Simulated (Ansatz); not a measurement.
## quartet P: levels of theory in one basis

A single P atom.

Basis set: def2-SVP (spherical functions). Left uncorrelated: 5 orbitals. Correlation on ROHF uses semicanonical orbitals with singles. Charge 0, multiplicity 4.

Computed with Ansatz (development build ahead of 0.2.0); each method stands on the lowest determinant of its kind that the runs found.

```
      method  E − E(ROHF) (eV)  <S²> of the determinant
        ROHF              0.00                     3.75
         UHF              0.00                     3.75
    ROHF-MP2             -1.67                        –
     UHF-MP2             -1.67                     3.75
   ROHF-CCSD             -2.14                        –
ROHF-CCSD(T)             -2.16                        –
  ROHF-CCSDT             -2.17                        –
UHF-CCSDT(Q)             -2.17                     3.75
```

(1) Is a single determinant a sound starting point here?

Answers

(1) By this sign, yes. Unrestricted orbitals gain 0.00 eV and <S²> is 3.75 against 3.75 for a pure state.
